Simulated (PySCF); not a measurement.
The dipole of `c1c(S(Cl)(=O)=O)c(C)cc(c1)F` from its density and from atomic charges.

Coordinates (GFN2-xTB, Å) and charges (e) from the PBE0/pcSseg-1 density (PySCF):

```json
{"atom": "C1", "x": "-1.011", "y": "1.729", "z": "0.621", "Mulliken": "-0.1198", "IAO": "-0.4427", "Hirshfeld": "-0.1272", "ESP-fitted": "-0.5224"}
{"atom": "C2", "x": "0.028", "y": "0.719", "z": "0.285", "Mulliken": "-0.1511", "IAO": "+0.0537", "Hirshfeld": "+0.0264", "ESP-fitted": "+0.2819"}
{"atom": "C3", "x": "1.384", "y": "1.032", "z": "0.321", "Mulliken": "-0.1113", "IAO": "-0.1953", "Hirshfeld": "-0.0596", "ESP-fitted": "-0.4157"}
{"atom": "C4", "x": "2.323", "y": "0.077", "z": "-0.025", "Mulliken": "+0.3797", "IAO": "+0.3206", "Hirshfeld": "+0.1073", "ESP-fitted": "+0.4163"}
{"atom": "F5", "x": "3.622", "y": "0.408", "z": "0.018", "Mulliken": "-0.2702", "IAO": "-0.2563", "Hirshfeld": "-0.0710", "ESP-fitted": "-0.1844"}
{"atom": "C6", "x": "1.972", "y": "-1.206", "z": "-0.417", "Mulliken": "-0.1247", "IAO": "-0.1932", "Hirshfeld": "-0.0577", "ESP-fitted": "-0.3456"}
{"atom": "C7", "x": "0.627", "y": "-1.525", "z": "-0.453", "Mulliken": "+0.0756", "IAO": "-0.1206", "Hirshfeld": "-0.0326", "ESP-fitted": "-0.1015"}
{"atom": "C8", "x": "-0.307", "y": "-0.573", "z": "-0.100", "Mulliken": "-0.5136", "IAO": "-0.2663", "Hirshfeld": "-0.0441", "ESP-fitted": "-0.1256"}
{"atom": "S9", "x": "-2.005", "y": "-1.090", "z": "-0.175", "Mulliken": "+1.0911", "IAO": "+1.9802", "Hirshfeld": "+0.5247", "ESP-fitted": "+0.8028"}
{"atom": "O10", "x": "-2.085", "y": "-2.451", "z": "-0.594", "Mulliken": "-0.4720", "IAO": "-0.8307", "Hirshfeld": "-0.2683", "ESP-fitted": "-0.4154"}
{"atom": "O11", "x": "-2.750", "y": "-0.684", "z": "0.973", "Mulliken": "-0.4650", "IAO": "-0.8237", "Hirshfeld": "-0.2602", "ESP-fitted": "-0.3834"}
{"atom": "Cl12", "x": "-2.693", "y": "0.027", "z": "-1.737", "Mulliken": "-0.1280", "IAO": "-0.2750", "Hirshfeld": "-0.0549", "ESP-fitted": "-0.1259"}
{"atom": "H13", "x": "-1.487", "y": "2.085", "z": "-0.292", "Mulliken": "+0.1599", "IAO": "+0.1683", "Hirshfeld": "+0.0385", "ESP-fitted": "+0.1568"}
{"atom": "H14", "x": "-1.785", "y": "1.286", "z": "1.243", "Mulliken": "+0.1823", "IAO": "+0.1806", "Hirshfeld": "+0.0382", "ESP-fitted": "+0.1632"}
{"atom": "H15", "x": "-0.570", "y": "2.579", "z": "1.135", "Mulliken": "+0.1284", "IAO": "+0.1549", "Hirshfeld": "+0.0541", "ESP-fitted": "+0.1730"}
{"atom": "H16", "x": "1.713", "y": "2.017", "z": "0.615", "Mulliken": "+0.1004", "IAO": "+0.1747", "Hirshfeld": "+0.0627", "ESP-fitted": "+0.2187"}
{"atom": "H17", "x": "2.735", "y": "-1.920", "z": "-0.681", "Mulliken": "+0.1209", "IAO": "+0.1809", "Hirshfeld": "+0.0662", "ESP-fitted": "+0.2157"}
{"atom": "H18", "x": "0.283", "y": "-2.503", "z": "-0.748", "Mulliken": "+0.1174", "IAO": "+0.1900", "Hirshfeld": "+0.0581", "ESP-fitted": "+0.1913"}
```

Task: Compute μ = Σ q r for each scheme (1 e·Å = 4.803 D) and compare with the dipole of the full density.

Result: The full density gives (2.84, 1.96, -0.22) D, 3.46 D in size; dipole vectors point from the negative to the positive end.

| scheme | μx | μy | μz | size (D) | share of the full size (%) | angle to the full dipole (°) |
| --- | --- | --- | --- | --- | --- | --- |
| Mulliken | 0.69 | 3.24 | -0.11 | 3.32 | 96 | 43 |
| IAO | 2.76 | 2.43 | -0.76 | 3.75 | 108 | 10 |
| Hirshfeld | 2.10 | 1.18 | -0.45 | 2.45 | 71 | 9 |
| ESP-fitted | 2.88 | 1.94 | -0.19 | 3.47 | 100 | 1 |

Task: Which set comes closest?

Result: Length of the difference vector: ESP-fitted 0.05 D, IAO 0.72 D, Hirshfeld 1.10 D, Mulliken 2.50 D. Closest: ESP-fitted. ESP charges are fitted to the potential around the molecule, whose slowest-falling term is the dipole's. The schemes that divide the density aren't constrained to reproduce the dipole.

Task: What is left for the Hirshfeld atoms' own dipoles?

Result: The Hirshfeld atoms' densities add up to the full density, so μ = Σ q r + Σ (atomic dipoles). The atomic dipoles sum to (2.84, 1.96, -0.22) − (2.10, 1.18, -0.45) = (0.74, 0.78, 0.23) D, 1.10 D in size.

Task: With the origin at the mean of the coordinates, (0.000, 0.000, -0.001) Å, which are the largest single terms, by size, of the IAO dipole along the direction of the full one?

Result: S9 -21.44, O10 +12.23, O11 +10.72, F5 -3.95, C4 +3.01 D; all 18 atoms together +3.69 D. The single terms depend on the origin, their sum doesn't.

Task: Give the size of the full dipole in other units.

Result: 3.46 D = 1.361 au = 0.720 e·Å = 11.54 × 10⁻³⁰ C·m.

One conformer (not necessarily the lowest) at the GFN2-xTB geometry, without solvent, vibrations or thermal averaging.

The values belong to the conformer `[CH3:1][c:2]1[cH:3][c:4]([F:5])[cH:6][cH:7][c:8]1[S:9](=[O:10])(=[O:11])[Cl:12]`: C7–C8–S9–O10 0°.
